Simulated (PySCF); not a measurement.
BClH2O2, SMILES OB(O)Cl. Atoms are numbered in the order given.

```xyz
6

B     -0.0051    -0.4485     0.0000
Cl    -0.0499     1.3324     0.0000
O     -1.1809    -1.1109     0.0000
H     -1.0444    -2.0681     0.0000
O      1.1777    -1.1155     0.0000
H      1.9437    -0.5290     0.0000
```

Coordinates come from a r2SCAN-D4/def2-SVP optimisation. Other conformers were not sampled.

Level of theory: PySCF with TDA-LC-ωPBE/def2-SVPD.

Vertical excitations.  State labels are in the subgroup Cs.

Computed lowest excited states:
```json
[
 {"state": "S1", "symmetry": "A'", "energy (eV)": "8.83", "λ (nm)": "140", "f": "0.058", "main pairs": "HOMO→LUMO 79 %"},
 {"state": "S2", "symmetry": "A\"", "energy (eV)": "8.83", "λ (nm)": "140", "f": "0.000", "main pairs": "HOMO→LUMO+3 85 %, HOMO→LUMO+4 14 %"},
 {"state": "S3", "symmetry": "A\"", "energy (eV)": "8.92", "λ (nm)": "139", "f": "0.015", "main pairs": "HOMO−1→LUMO 75 %"},
 {"state": "S4", "symmetry": "A\"", "energy (eV)": "9.01", "λ (nm)": "138", "f": "0.000", "main pairs": "HOMO−2→LUMO 76 %"},
 {"state": "S5", "symmetry": "A'", "energy (eV)": "9.48", "λ (nm)": "131", "f": "0.145", "main pairs": "HOMO−1→LUMO+3 80 %"},
 {"state": "S6", "symmetry": "A'", "energy (eV)": "9.86", "λ (nm)": "126", "f": "0.031", "main pairs": "HOMO→LUMO+2 39 %, HOMO→LUMO+1 16 %, HOMO→LUMO+11 8 %, HOMO−3→LUMO 7 %"},
 {"state": "S7", "symmetry": "A\"", "energy (eV)": "9.91", "λ (nm)": "125", "f": "0.049", "main pairs": "HOMO−1→LUMO+2 32 %, HOMO−2→LUMO+1 30 %, HOMO−1→LUMO+11 9 %, HOMO−1→LUMO+1 8 %"},
 {"state": "S8", "symmetry": "A'", "energy (eV)": "10.14", "λ (nm)": "122", "f": "0.061", "main pairs": "HOMO−2→LUMO+3 53 %, HOMO−4→LUMO 11 %, HOMO→LUMO+1 9 %"},
 {"state": "S9", "symmetry": "A\"", "energy (eV)": "10.17", "λ (nm)": "122", "f": "0.052", "main pairs": "HOMO−2→LUMO+1 26 %, HOMO−1→LUMO+1 23 %, HOMO−1→LUMO+11 9 %, HOMO−5→LUMO 7 %"},
 {"state": "S10", "symmetry": "A'", "energy (eV)": "10.31", "λ (nm)": "120", "f": "0.126", "main pairs": "HOMO−3→LUMO 53 %, HOMO−4→LUMO 15 %, HOMO−4→LUMO+1 10 %"},
 {"state": "T1", "symmetry": "A'", "energy (eV)": "8.47", "λ (nm)": "146", "f": "0", "main pairs": "HOMO−1→LUMO+3 72 %, HOMO−1→LUMO+4 15 %"},
 {"state": "T2", "symmetry": "A'", "energy (eV)": "8.57", "λ (nm)": "145", "f": "0", "main pairs": "HOMO→LUMO 67 %"},
 {"state": "T3", "symmetry": "A'", "energy (eV)": "8.58", "λ (nm)": "145", "f": "0", "main pairs": "HOMO−2→LUMO+3 65 %, HOMO−2→LUMO+4 16 %"},
 {"state": "T4", "symmetry": "A\"", "energy (eV)": "8.63", "λ (nm)": "144", "f": "0", "main pairs": "HOMO→LUMO+3 63 %, HOMO−1→LUMO 14 %, HOMO→LUMO+4 12 %"}
]
```
Triplets are in the Tamm–Dancoff approximation.
